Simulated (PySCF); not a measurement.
## Dipole response of V (vanadium, neutral)

[Ar] 3d4 4s1, high-spin 6D determinant (an excited configuration). Calculation: PySCF 2.14, in dyall-av2z; no relativity, point nucleus. Coupled (time-dependent) response in atomic units; α is the mean over directions. A double-zeta set is small for polarisabilities.

```csv
method,mean α (bohr³),"α xx, yy, zz",C₆ (like pair),S(−4)
LC-wPBE,111.5,"111.2, 111.2, 112.2",1050,10320
```

S(−4) is the Cauchy moment in α(ω) = α(0) + S(−4) ω² + …

α(iu) at LC-wPBE:

```tsv
u (hartree)	α(iu) (bohr³)
0	111.5
0.0500	90.86
0.100	59.54
0.200	27.46
0.300	16.32
0.500	8.820
0.750	5.577
1.00	3.993
1.50	2.401
2.00	1.622
3.00	0.8942
5.00	0.3973
```

The components differ because the open shell of this determinant is not spherical; for a pure term their mean is the scalar polarisability.
